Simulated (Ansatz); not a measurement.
A single Er atom.

Basis set: def2-TZVPP. Charge 0. Computed with Ansatz (development build ahead of 0.2.0); the lowest solution found for each multiplicity.

Question: How do the multiplicities compare at this shape? Give, from the lowest of each method, HF (unrestricted) for 3, 5.

Answer:

```
          method  multiplicity  E (eV)  <S²>
HF, unrestricted             3   0.391  3.09
HF, unrestricted             5   0.000  6.07
```

Caution for HF, unrestricted: no wide search was run, a lower solution can exist; the unrestricted determinant is a mixture of spin states.
